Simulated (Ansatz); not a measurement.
Cost and result for the atomization energy of GeH₄NS, SMILES `[NH2][GeH2][S]` radical (7 atoms, 6 bonds).

Total charge 0; spin multiplicity 2. Correlated methods include outer-core shells of Ge, which these sets cover unevenly. Scalar relativity is left out up to krypton. The geometry is a stationary point of PBE0-D4/def2-TZVP. It is one conformer, not always the lowest. Program: Ansatz. All runs use 4 threads of an AMD EPYC 9R45 on a shared host. Times are those of one run each, without the atoms' runs, and a repeat can differ threefold. Electronic energies, without spin–orbit coupling; frozen cores. CCSD(T)/CBS adds CCSD(T) − MP2 in def2-TZVPP to the MP2 limit, and its time is that of the two runs behind it. T1 = 0.014; ⟨S²⟩ of the reference is 0.76. With those shells the extrapolation isn't a true limit. HSE06 is the plane-wave form, built on full-range PBE exchange.

CCSD(T)/CBS is a level of theory with its own doubt, some kJ/mol a heavy atom from the limit and from the frozen cores, so smaller differences don't rank the functionals.

| level | functions | wall time |
| --- | --- | --- |
| LDA (SPW92)/def2-TZVPP | 177 | 1.1 s |
| PBE-D4/def2-TZVPP (with forces) | 177 | 1.8 s |
| PBE0-D4/def2-TZVPP | 177 | 3 s |
| HSE06-D4/def2-TZVPP | 177 | 3.1 s |
| B2PLYP/def2-TZVPP | 177 | 3.5 s |
| CAM-B3LYP-D4/def2-TZVPP | 177 | 3.6 s |
| CCSD(T)/def2-SVP | 84 | 3.6 s |
| r2SCAN-D4/def2-TZVPP (with forces) | 177 | 5.5 s |
| ωB97X-V/def2-TZVPP | 177 | 7.5 s |
| B97M-V/def2-TZVPP | 177 | 8 s |
| MP2/def2-QZVPP | 336 | 15 s |
| CCSD(T)/def2-TZVPP | 177 | 49 s |
| CCSD(T)/CBS(def2) | – | 64 s |

**Question.** What atomization energy does each give, and how far from CCSD(T)/CBS? (Estimate.)

**Answer.** Computed: 
```
                             level  atomization (kJ/mol)  difference from CCSD(T)/CBS  per bond
            LDA (SPW92)/def2-TZVPP                2256.2                        293.9      49.0
   PBE-D4/def2-TZVPP (with forces)                1980.9                         18.6       3.1
                PBE0-D4/def2-TZVPP                1945.0                        -17.3      -2.9
               HSE06-D4/def2-TZVPP                1946.0                        -16.3      -2.7
                 B2PLYP/def2-TZVPP                1928.8                        -33.5      -5.6
           CAM-B3LYP-D4/def2-TZVPP                1964.0                          1.7       0.3
                  CCSD(T)/def2-SVP                1781.9                       -180.4     -30.1
r2SCAN-D4/def2-TZVPP (with forces)                1959.4                         -2.9      -0.5
                ωB97X-V/def2-TZVPP                1980.5                         18.2       3.0
                 B97M-V/def2-TZVPP                1982.6                         20.3       3.4
                    MP2/def2-QZVPP                1938.0                        -24.3      -4.1
                CCSD(T)/def2-TZVPP                1904.9                        -57.4      -9.6
                 CCSD(T)/CBS(def2)                1962.3                          0.0       0.0
```

In def2-TZVPP, CCSD(T) changes the Hartree–Fock value by +586.2 kJ/mol (the triples alone add +31.3 kJ/mol) and MP2 by +585.5 kJ/mol; breaking electron pairs costs correlation energy, which Hartree–Fock lacks. From BLYP to BHLYP (50 % exact exchange), in def2-TZVPP and without D4, the atomization energy moves by −40.3 kJ/mol: exact exchange takes away binding that semilocal exchange gives to molecules. The D4 term adds +21.4 kJ/mol with B3LYP and +11.1 kJ/mol with PBE0; it sums over pairs of atoms, weighted by their polarisabilities, and B3LYP, whose exchange is more repulsive, gets the larger term.

B3LYP here is the variant with VWN-RPA as its local correlation; programs differ in this.

For some Ge, Se and Sn compounds the MP2-based and the directly extrapolated limit differ by 10 to 25 kJ/mol.
